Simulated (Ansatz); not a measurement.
Ansatz results at the PBE0-D4/def2-TZVP geometry: HOMO energy (B3LYP/def2-TZVPP) -6.37 eV; HOMO energy (PBE/def2-TZVPP) -5.58 eV; LUMO energy (ωB97M-V/def2-TZVPP) 0.32 eV.

Each molecule was computed in one conformer, which needn't be the lowest.

Q: Which molecule gave them?
A. `O[Si@@H]1[SiH2][Si@H]1[SiH3]`
B. `IC1C=CC1`
C. `CC1=N[CH]1[SnH3]`
D. `FC1=CC=CC1`

A: A. The others give `CC1=N[CH]1[SnH3]`: -7.12, -6.18, 1.61; `IC1C=CC1`: -6.86, -5.99, 1.04; `FC1=CC=CC1`: -6.09, -5.22, 1.57.

B3LYP here is the variant with VWN-RPA as its local correlation; programs differ in this.
